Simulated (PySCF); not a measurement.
**Orbital picture of BeIn**

M06 at R = 2.577 Å; PySCF, spin-free X2C with a Gaussian nucleus, basis sets Be x2c-SVPall, In x2c-SVPall. State: ²Π (doublet), unpaired electrons π ↑. Only the outer orbitals are listed, counted within each symmetry.

```json
{"spin": "α", "orbital": "2δ", "occ.": "1", "ε (eV)": "-21.71", "on Be (%)": "0", "main shells (%)": "100 In d"}
{"spin": "α", "orbital": "5π", "occ.": "1", "ε (eV)": "-21.68", "on Be (%)": "0", "main shells (%)": "100 In d"}
{"spin": "α", "orbital": "2δ", "occ.": "1", "ε (eV)": "-21.64", "on Be (%)": "0", "main shells (%)": "100 In d"}
{"spin": "α", "orbital": "10σ", "occ.": "1", "ε (eV)": "-21.55", "on Be (%)": "0", "main shells (%)": "100 In d"}
{"spin": "α", "orbital": "5π", "occ.": "1", "ε (eV)": "-21.53", "on Be (%)": "0", "main shells (%)": "100 In d"}
{"spin": "α", "orbital": "11σ", "occ.": "1", "ε (eV)": "-9.93", "on Be (%)": "18", "main shells (%)": "80 In s, 15 Be s"}
{"spin": "α", "orbital": "12σ", "occ.": "1", "ε (eV)": "-6.07", "on Be (%)": "61", "main shells (%)": "60 Be s, 23 In p, 15 In s"}
{"spin": "α", "orbital": "6π", "occ.": "1", "ε (eV)": "-3.70", "on Be (%)": "42", "main shells (%)": "57 In p, 42 Be p"}
{"spin": "α", "orbital": "6π", "occ.": "0", "ε (eV)": "-2.47", "on Be (%)": "29", "main shells (%)": "71 In p, 29 Be p"}
{"spin": "α", "orbital": "13σ", "occ.": "0", "ε (eV)": "-2.22", "on Be (%)": "62", "main shells (%)": "45 Be p, 36 In p, 17 Be s"}
{"spin": "α", "orbital": "7π", "occ.": "0", "ε (eV)": "-0.64", "on Be (%)": "55", "main shells (%)": "55 Be p, 44 In p"}
{"spin": "β", "orbital": "10σ", "occ.": "1", "ε (eV)": "-21.69", "on Be (%)": "0", "main shells (%)": "100 In d"}
{"spin": "β", "orbital": "5π", "occ.": "1", "ε (eV)": "-21.66", "on Be (%)": "0", "main shells (%)": "100 In d"}
{"spin": "β", "orbital": "2δ", "occ.": "1", "ε (eV)": "-21.58", "on Be (%)": "0", "main shells (%)": "100 In d"}
{"spin": "β", "orbital": "2δ", "occ.": "1", "ε (eV)": "-21.49", "on Be (%)": "0", "main shells (%)": "100 In d"}
{"spin": "β", "orbital": "5π", "occ.": "1", "ε (eV)": "-21.48", "on Be (%)": "0", "main shells (%)": "100 In d"}
{"spin": "β", "orbital": "11σ", "occ.": "1", "ε (eV)": "-9.75", "on Be (%)": "15", "main shells (%)": "84 In s, 12 Be s"}
{"spin": "β", "orbital": "12σ", "occ.": "1", "ε (eV)": "-5.81", "on Be (%)": "62", "main shells (%)": "61 Be s, 26 In p, 12 In s"}
{"spin": "β", "orbital": "6π", "occ.": "0", "ε (eV)": "-2.42", "on Be (%)": "26", "main shells (%)": "74 In p, 26 Be p"}
{"spin": "β", "orbital": "6π", "occ.": "0", "ε (eV)": "-2.16", "on Be (%)": "32", "main shells (%)": "68 In p, 32 Be p"}
{"spin": "β", "orbital": "13σ", "occ.": "0", "ε (eV)": "-2.10", "on Be (%)": "62", "main shells (%)": "44 Be p, 37 In p, 18 Be s"}
```

Question: Which are the highest filled and the lowest empty level, where do they sit, and how wide is the gap?

Answer: Highest filled α 6π at -3.70 eV (in %: 57 In p, 42 Be p); lowest empty α 6π at -2.47 eV (in %: 71 In p, 29 Be p); the gap at M06 is 1.23 eV. Both belong to one degenerate shell, split only by its one-sided filling, so this is no excitation gap.

| Property | Result |
| --- | --- |
| bond order (Mayer) | 1.34 |
| ⟨S²⟩ | 0.751 |
| charge on Be (Mulliken, basis-dependent) | 0.01 |
| charge on Be (Löwdin, basis-dependent) | -0.06 |
| dipole moment (positive dipole means Be(−)In(+)) | 0.10 D |

Spin–orbit coupling is left out. The state was picked by a PBE0 search and need not be the measured ground state.
